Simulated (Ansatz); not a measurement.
Start from `Br[Si]Br` and change one atom or group to get `S[Si]Br`.

Ansatz, PBE0-D4/def2-TZVP geometries, multiplicity 1. Each molecule was computed in one conformer, which needn't be the lowest.

Outer-core shells of Br are correlated without core-valence functions. Scalar relativity is left out up to krypton. Spin–orbit coupling is left out.

```json
{"property": "size of the dipole moment (PBE/def2-TZVPP) / D", "`Br[Si]Br`": "0.72"}
{"property": "HOMO–LUMO gap (B3LYP/def2-TZVPP) / eV", "`Br[Si]Br`": "4.13"}
{"property": "ideal-gas entropy at 298 K and 1 bar (rigid rotor, harmonic PBE0-D4/def2-TZVP) / J/(mol·K)", "`Br[Si]Br`": "305"}
{"property": "HOMO–LUMO gap (ωB97M-V/def2-TZVPP) / eV", "`Br[Si]Br`": "8.44"}
{"property": "vertical ionisation energy (CCSD(T)/def2-TZVPP) / eV", "`Br[Si]Br`": "9.62"}
{"property": "HOMO energy (ωB97M-V/def2-TZVPP) / eV", "`Br[Si]Br`": "-9.55"}
```

Q: What does the change do to each property? (An estimate is asked.)

A: Computed: 
```csv
property,`S[Si]Br`,shift
size of the dipole moment (PBE/def2-TZVPP) / D,1.69,0.97
HOMO–LUMO gap (B3LYP/def2-TZVPP) / eV,4.26,0.13
"ideal-gas entropy at 298 K and 1 bar (rigid rotor, harmonic PBE0-D4/def2-TZVP) / J/(mol·K)",305,0
HOMO–LUMO gap (ωB97M-V/def2-TZVPP) / eV,8.57,0.13
vertical ionisation energy (CCSD(T)/def2-TZVPP) / eV,9.28,-0.34
HOMO energy (ωB97M-V/def2-TZVPP) / eV,-9.21,0.34
```

With PBE0 the HOMO rises by 0.34 eV and the LUMO rises by 0.48 eV, so the gap widens by about 0.14 eV. PBE moves the HOMO by 0.34 eV and ωB97M-V by 0.34 eV. The zero-point energy changes by 23.7 kJ/mol with +3 modes. Dipoles are sizes alone; their direction can turn.

B3LYP here is the variant with VWN-RPA as its local correlation; programs differ in this.
